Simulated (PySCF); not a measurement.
H6OW, SMILES [OH][WH5], multiplicity 1. Atoms are numbered in the order given.

```xyz
8

W      0.1660     0.0471     0.0000
O     -1.7058     0.0525     0.0000
H     -2.3992    -0.6092     0.0000
H      0.1056    -1.3813     0.8204
H      1.5419    -0.9273     0.0000
H      0.1056    -1.3813    -0.8204
H      1.0057     0.1984     1.4839
H      1.0057     0.1984    -1.4839
```

Geometry: PBE0-D3(BJ)/def2-TZVP. The multiplicity is an assumed one; no other spin state was optimised. The structure was generated by enumeration; whether it is a known compound was not checked. The def2 effective core potentials stand for the cores of W; spin–orbit coupling is left out.

Calculation: PBE0/def2-TZVPD run with PySCF.

Mulliken values depend strongly on the basis, most of all with diffuse functions as here. ESP charges are fitted to the potential on shells at 1.4 to 2.0 van der Waals radii. Atomic charges (e):

| atom | Mulliken | ESP fit |
|---|---|---|
| W1 | 0.46 | 1.38 |
| O2 | -0.69 | -0.73 |
| H3 | 0.29 | 0.42 |
| H4 | 0.05 | -0.16 |
| H5 | 0.04 | -0.18 |
| H6 | 0.05 | -0.16 |
| H7 | -0.10 | -0.28 |
| H8 | -0.10 | -0.28 |
